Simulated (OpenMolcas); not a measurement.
Sc2+: the spin-orbit constant, worked from levels

```yaml
Program: OpenMolcas
Basis: ANO-RCC-VQZP [7s6p4d3f2g1h]
Scalar_Hamiltonian: DKH2, point nucleus
Active_space: 1 electron in 6 orbitals (3d 4s)
State_averaging: 2S+1 = 2 even, 6 roots
Spin-orbit_coupling: RASSI with atomic mean-field integrals over the reference wave functions, term energies averaged over their components
```

Methods: CASSCF; SS-CASPT2, IPEA 0.25 Eh, imaginary shift 0.1 Eh (closed shells correlated: 3s 3p). Measured levels: Sugar and Corliss, J. Phys. Chem. Ref. Data 9, 473 (1980).

**The spin-orbit constant.** For the Hund term 2D of d1, E(J) = (A/2) J(J+1) + constant and ζ = 2S·A = A. From J = 3/2 to J = 5/2 the energy changes by 2.5 A.

```
   Source  E(5/2) - E(3/2)     A   ζ
   CASSCF            206.1  82.4  82
SS-CASPT2            206.1  82.4  82
 measured            197.6  79.0  79
```

All in cm-1. SS-CASPT2 is off by +4.3 % and CASSCF by +4.3 %. Both methods take the spin-orbit matrix elements from the reference wave functions, so the second can move ζ only through the term energies and any multistate remixing.

CASPT2 does not keep the components of a term degenerate, so their means are used; among the terms shown or strongly mixed into the levels shown the widest spread is 90 cm-1 (3d 2D, SS-CASPT2). With one active electron the reference holds no correlation, so core polarisation is missing (holds for CASSCF). With one active electron, CASPT2 adds the correlation within the correlated inactive shells and between them and that electron, and leaves the splitting within a term as the reference gives it (holds for SS-CASPT2). Measured partners are found by configuration, term and J. A level has none where our copy of the source lacks it or the pairing is in doubt (some pairs that miss far off the trend of their configuration count as doubtful), and it then counts in no deviation. Levels of configurations outside the active space are missing.
